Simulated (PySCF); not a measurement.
Delta-SCF ions had no search for a lower state. Excitations are Tamm–Dancoff values on a coarser integration grid. The basis has no diffuse functions, so Rydberg states are missing or too high.

Cartesian coordinates (Å):
```xyz
20

N     -4.3056     2.1918     1.3931
C     -4.2877     1.3032     0.6477
Ge    -4.1873    -0.2007    -0.5581
Ge    -2.1584    -1.4406    -0.0802
Ge    -1.9966    -3.3738    -1.5368
Ge     0.0602    -4.6019    -1.1555
Ge     0.1789    -6.5713    -2.5632
N      1.7136    -7.4851    -2.1122
H     -4.2046     0.3921    -1.9746
H     -5.4617    -1.0219    -0.3140
H     -0.9600    -0.4974    -0.2907
H     -2.1986    -1.8770     1.3956
H     -3.2194    -4.2793    -1.2821
H     -2.0687    -2.8903    -3.0002
H      1.2500    -3.6604    -1.4242
H      0.1023    -5.0080     0.3329
H     -1.1363    -7.3810    -2.4051
H      0.3236    -6.1685    -4.0427
H      1.7393    -7.7987    -1.1451
H      1.9097    -8.2851    -2.7096
```
Charge 0, multiplicity 1.

What dipole moment, total energy, HOMO–LUMO gap, brightest of the four lowest singlets (TDA), HOMO, vertical ionisation energy (Delta-SCF), T1 excitation (TDA) and S1 oscillator strength does PySCF with PBE0-D4/def2-TZVP // PBE0-D3(BJ)/def2-SVP give?


| Quantity | Result |
|---|---|
| dipole moment | 5.93 D |
| total energy | -286766.31 eV |
| HOMO–LUMO gap | 6.27 eV |
| brightest of the four lowest singlets (TDA) | 5.93 eV |
| HOMO | -7.42 eV |
| vertical ionisation energy (Delta-SCF) | 8.88 eV |
| T1 excitation (TDA) | 4.86 eV |
| S1 oscillator strength | 0.189 |
